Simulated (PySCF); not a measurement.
BH₃OS, SMILES OBS. Atoms are numbered in the order given.

```xyz
6

B     -0.5666    -0.5903     0.0000
H     -1.7473    -0.7336     0.0000
O      0.2071    -1.7066     0.0000
H      1.1586    -1.5457     0.0000
S      0.0259     1.1248     0.0000
H      1.3504     0.8866     0.0000
```

Geometry optimised at TPSSh-D3(BJ)/def2-TZVP. The values are those of a single conformer.

The numbers are results of B3LYP/pcJ-1 run with PySCF, not measurements.

Isotropic couplings with Fermi-contact, spin-dipole and both spin-orbit terms, one fixed conformer, no vibrational averaging. Isotopes: 11B, 1H.

Computed spin–spin coupling constants:
| pair | bonds apart | J (Hz) |
|---|---|---|
| B1–H2 | 1 | 174.9 |
| B1–H4 | 2 | -5.7 |
| B1–H6 | 2 | -4.6 |
| H2–H4 | 3 | 15.6 |
| H2–H6 | 3 | 12.3 |
| H4–H6 | 4 | 0.4 |
